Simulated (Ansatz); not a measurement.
Ga(F)(SiH3)2 (FGaH6Si2), SMILES [F][Ga]([SiH3])[SiH3].

Geometry: PBE-D3(BJ)/def2-SVP. The structure was generated by enumeration; whether it is a known compound was not checked.

Two levels are set side by side: PBE/def2-SVPD (Ansatz, a first-principles code) and CAM-B3LYP/def2-SVPD (Ansatz). Energy differences of separate SCF runs at the same geometry; the states with an electron removed or added have multiplicity 2 and 2. Differences are taken from unrounded values.

```csv
quantity,CAM-B3LYP
vertical ionisation energy (eV),9.42
vertical electron affinity (eV),0.60
vertical singlet–triplet gap (eV),3.64
```

What does PBE give, and how far is it from CAM-B3LYP? (The exact figures need the calculation; the answer reports its results.)


```json
[
 {"quantity": "vertical ionisation energy (eV)", "PBE": "9.07", "PBE minus CAM-B3LYP": "-0.36"},
 {"quantity": "vertical electron affinity (eV)", "PBE": "0.66", "PBE minus CAM-B3LYP": "0.05"},
 {"quantity": "vertical singlet–triplet gap (eV)", "PBE": "3.26", "PBE minus CAM-B3LYP": "-0.38"}
]
```
